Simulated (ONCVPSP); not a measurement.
Before and after: ONCV potential for osmium (Os)

```
Element                 : osmium (Os)
Generator               : ONCVPSP 4.0.1
Type                    : optimised norm-conserving Vanderbilt (ONCV)
Functional              : PBEsol
Relativity              : scalar-relativistic
Frozen core             : [Kr] 4d10 4f14
Valence charge          : 16
Reference configuration : 5s2 5p6 5d6 6s1.5 6p0.5
Partial waves           : 5s+6s: rc 1.55 bohr, ncon 4, nbas 8, qcut 8.9 1/bohr, 2 projectors; 5p+6p: rc 1.65 bohr, ncon 5, nbas 9, qcut 8.7 1/bohr, 2 projectors; 5d: rc 2.40 bohr, ncon 4, nbas 9, qcut 7 1/bohr, 2 projectors, debl 3.5 Ha; f scattering state at 0.1 Ha: rc 2.30 bohr, ncon 3, nbas 8, qcut 4.5 1/bohr, 1 projector
Local potential         : polynomial inside 0.95 bohr (lpopt 2, dvloc0 0 Ha)
Core correction         : polynomial model core, fcfact 0.5
```

All-electron outer shells of the reference configuration (PBEsol, scalar-relativistic, ld1.x):

| shell | level (eV) | outermost node (bohr) | outermost maximum (bohr) |
| --- | --- | --- | --- |
| 4d | -273.63 | 0.21 | 0.44 |
| 5s | -92.53 | 0.51 | 0.91 |
| 4f | -52.95 | – | 0.40 |
| 5p | -51.80 | 0.55 | 1.03 |
| 5d | -7.15 | 0.60 | 1.36 |
| 6s | -6.83 | 1.20 | 2.45 |
| 6p | -1.71 | 1.43 | 3.47 |

Change: s: qcut 8.4; p: qcut 8.2; d: qcut 6.6; f: qcut 4.2.

Cutoffs: the cutoffs (Ha) at which the residual kinetic energy of the hardest occupied pseudo-wave falls to 1 and 0.1 mHa per electron; they do not see the model core or the augmentation charge, which bear on the density cutoff. Errors are all-electron minus pseudo energies relative to the spin-unpolarised reference configuration.

How do hardness, ghosts and transferability respond?

The potential gets softer (28 Ha and 33 Ha → 26 Ha and 31 Ha); the bound ghost in d disappears; the errors of the 3 common tests hardly move.

```csv
quantity,base,changed
"cutoff, loose",28 Ha,26 Ha
"cutoff, tight",33 Ha,31 Ha
loose cutoff by channel,"s 27 Ha, p 28 Ha, d 15 Ha","s 25 Ha, p 26 Ha, d 15 Ha"
bound ghosts,d,none
GHOST(+) flags under 300 eV,s at 254.3 eV,s at 243.5 eV
tests with a reliable result,3 of 4,3 of 4
"error for 5s2 5p6 5d6 6s2 6p0, meV [ΔE -2.52 eV]",+0.6,+0.6
"error for 5s2 5p6 5d6 6s1 6p0, meV [ΔE 7.11 eV]",-2.7,-2.7
"error for 5s2 5p6 5d6 6s0 6p0, meV [ΔE 24.05 eV]",-10,-10
s: phases at 1.57 bohr within 0.05 rad from the reference energy up to (Ha; the scan ends near 5),to the end of the scan,to the end of the scan
p: phases at 1.68 bohr within 0.05 rad from the reference energy up to (Ha; the scan ends near 5),to the end of the scan,to the end of the scan
d: phases at 2.43 bohr within 0.05 rad from the reference energy up to (Ha; the scan ends near 5),to the end of the scan,to the end of the scan
f: phases at 2.33 bohr within 0.05 rad from the reference energy up to (Ha; the scan ends near 5),3.3,3.1
"rms error of d²Exc/dni dnj with the model core, mHa",0.44,0.53
```

 A true bound ghost makes a file unfit for plane-wave use even where its test errors are small: the radial tests pick states by their node count and pass the ghost by.
